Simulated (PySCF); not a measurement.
One of the candidates below gave these computed data.

All candidates are C7H10N2.

* 1H NMR: chemical shifts (computed TMS as zero) by class: 7.13 (1 H), 6.97 (1 H), 3.07 (1 H), 2.38 (3 H), 0.94 (2 H), 0.86 (2 H) ppm [GIAO PBE0/pcSseg-1]
* Rotational structure: rotational constants A, B, C: 2.914, 1.487, 1.053 GHz [GFN2-xTB]
* Dipole: 4.43 D [PBE0/pcSseg-1]
* NMR, other nuclei: isotropic shieldings of nuclei other than C and H, by class: -36 (1 N), 66 (1 N) ppm [GIAO PBE0/pcSseg-1]
* 13C NMR: chemical shifts (computed TMS as zero) by class: 138.7 (1 C), 133.5 (1 C), 132.8 (1 C), 27.2 (1 C), 12.5 (1 C), 8.4 (2 C) ppm [GIAO PBE0/pcSseg-1]

The electronic properties come from PySCF, for the isolated species, density fitting. Levels stand in brackets. Isolated species at its GFN2-xTB geometry (one conformer only). NMR values are class means; diastereotopic atoms form classes of their own.

Question: Which candidate is it?
A. `Cc1cncn1C1CC1`
B. `C#C[C@@H](C#N)CCNC`
C. `NCc1cccc(N)c1`

Answer: A. It is `Cc1cncn1C1CC1`. Numbering: `[CH3:1][c:2]1[cH:3][n:4][cH:5][n:6]1[CH:7]1[CH2:8][CH2:9]1`. Its formula, C7H10N2, gives 4 degrees of unsaturation: 2 rings and 2 π bonds in the structure found (Kekulé form). 7 carbons fall into 6 classes; from least to most shielded: aromatic CH next to a ring nitrogen [C5] (138.7 ppm), aromatic CH next to a ring nitrogen [C3] (133.5 ppm), substituted aromatic carbon [C2] (132.8 ppm), ring sp3 carbon bound to nitrogen [C7] (27.2 ppm), benzylic-type carbon [C1] (12.5 ppm), three-membered-ring carbon [C8/C9] (8.4 ppm, 2 C, up to 2.9 ppm apart in this geometry). Hydrogen classes from least to most shielded: 1 H on an aromatic CH next to a ring nitrogen, C5 (7.13 ppm), 1 H on an aromatic CH next to a ring nitrogen, C3 (6.97 ppm), 1 H on an sp3 carbon bound to nitrogen, C7 (3.07 ppm), 3 H on a benzylic-type carbon, C1 (2.38 ppm), 2 H on 2 three-membered-ring carbons, C8/C9 (0.94 ppm), 2 H on 2 three-membered-ring carbons, C8/C9 (0.86 ppm, a mean of values up to 0.7 ppm apart in this geometry). The other shieldings belong to: -36 ppm, pyridine-type nitrogen [N4]; 66 ppm, pyrrole-type nitrogen [N6]. The optimised geometry has point group C1 and is an asymmetric top.

The others, at the same levels:
- `NCc1cccc(N)c1` fails: it has 7 carbon classes against 6; its computed 13C shifts are 154.8 (1 C), 153.1 (1 C), 136.2 (1 C), 120.2 (1 C), 114.9 (1 C), 114.8 (1 C), 54.7 (1 C) ppm, 1H shifts are 7.40 (1 H), 6.68 (1 H), 6.59 (1 H), 6.53 (1 H), 3.67 (2 H), 3.41 (2 H), 0.70 (2 H) ppm and smallest rotational constant is 0.904 GHz (against 1.053 GHz).
- `C#C[C@@H](C#N)CCNC` fails: it has 7 carbon classes against 6; its computed 13C shifts are 122.8 (1 C), 84.4 (1 C), 78.4 (1 C), 52.1 (1 C), 41.0 (1 C), 39.8 (1 C), 18.8 (1 C) ppm, 1H shifts are 4.42 (1 H), 3.00 (1 H), 2.70 (3 H), 2.63 (1 H), 2.12 (1 H), 1.70 (1 H), 1.68 (1 H), -0.44 (1 H) ppm and rotational constant A is 2.612 GHz (against 2.914 GHz).

Each candidate is one conformer, not necessarily the lowest. Dipoles, sizes and rotational constants follow the conformer. The torsions of the flexible species, by atom-mapped SMILES:
- `[CH3:1][c:2]1[cH:3][n:4][cH:5][n:6]1[CH:7]1[CH2:8][CH2:9]1`: C5–N6–C7–C8 -36°
- `[NH2:1][CH2:2][c:3]1[cH:4][cH:5][cH:6][c:7]([NH2:8])[cH:9]1`: N1–C2–C3–C4 -89°, H–N1–C2–C3 -58°, H–N1–C2–C3 59°, H–N8–C7–C6 -161°, H–N8–C7–C6 -22°
- `[CH:1]#[C:2][C@@H:3]([C:4]#[N:5])[CH2:6][CH2:7][NH:8][CH3:9]`: C2–C3–C6–C7 171°, C3–C6–C7–N8 -60°, C6–C7–N8–C9 173°
